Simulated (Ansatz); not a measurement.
CHF₂ (SMILES F[CH-]F), charge -1, singlet, geometry from GFN2-xTB (a gas-phase anion, which may not be bound at this level); B3LYP5/cc-pVTZ (Ansatz, an electronic-structure program).

Here is a job for Ansatz.
Ansatz 0.2 input:
```yaml
crystal:
  periodic: [false, false, false]
  atoms:
    - {symbol: C, position_ang: [-0.12204909, -0.00422136, 0.64509125]}
    - {symbol: F, position_ang: [-0.02347795, 1.13289904, -0.27210005]}
    - {symbol: F, position_ang: [0.00314120, -1.13074558, -0.28187669]}
    - {symbol: H, position_ang: [0.91532526, 0.00594698, 1.11524321]}
basis:
  gaussian:
    orbitals: cc-pVTZ
hamiltonian:
  xc: b3lyp5
total_charge: -1
accuracy: high
```

It wrote (shortened):

```
Functional definition: B3LYP5
1776 factors; integrals over basis functions are off by at most 3.3e-9 eV
mean field evaluation 1: about -6482.9588 eV, gradient 3.6e1 eV
mean field evaluation 2: about -6480.9969 eV, gradient 5.5e1 eV
mean field evaluation 4: about -6485.0822 eV, gradient 1.3e0 eV
mean field evaluation 8: about -6485.0859 eV, gradient 1.2e-2 eV
mean field evaluation 16: about -6485.0859 eV, gradient 6.0e-7 eV
mean field -6485.08592692 eV, -238.3225120651 hartree, gradient 1.1e-8 eV, S^2 0.000000; 0 other end points of the search recorded, 0 dependent functions left out
reference -6485.08595306 eV, -238.3225130259 hartree; 13, 13 occupied and 91, 91 virtual orbitals, 1776 factors
Total energy: -6485.08595306 eV, -238.3225130259 hartree
```
